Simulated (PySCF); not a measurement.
thionyl fluoride cation (F2OS), SMILES O=S(F)F (connectivity only; charge and spin as stated), charge +1, multiplicity 2. Atoms are numbered in the order given.

```xyz
4

O      1.4368    -0.2392     0.0000
S      0.1184     0.3026     0.0000
F     -0.7438    -0.1626    -1.1620
F     -0.7438    -0.1626     1.1620
```
Charge +1, spin multiplicity 2.

The structure is a stationary point at B3LYP-D3(BJ)/def2-TZVP. The multiplicity is an assumed one; other spin states were not compared.

Level of theory: PySCF with M06-2X/def2-TZVPD.

Mulliken values depend strongly on the basis, most of all with diffuse functions as here. ESP charges are fitted to the potential on shells at 1.4 to 2.0 van der Waals radii. Atomic charges (e):

```tsv
atom	ESP fit	meta-Löwdin	Mulliken	Mulliken spin
O1	…	-0.40	-0.15	0.44
S2	…	1.97	1.22	0.41
F3	…	-0.29	-0.03	0.08
F4	…	-0.29	-0.03	0.08
```

### Question
Fill in the missing entries. (An estimate is asked for; the answer gives what the named calculation found.)

### Answer

- O1, ESP fit: -0.04
- S2, ESP fit: 0.94
- F3, ESP fit: 0.05
- F4, ESP fit: 0.05
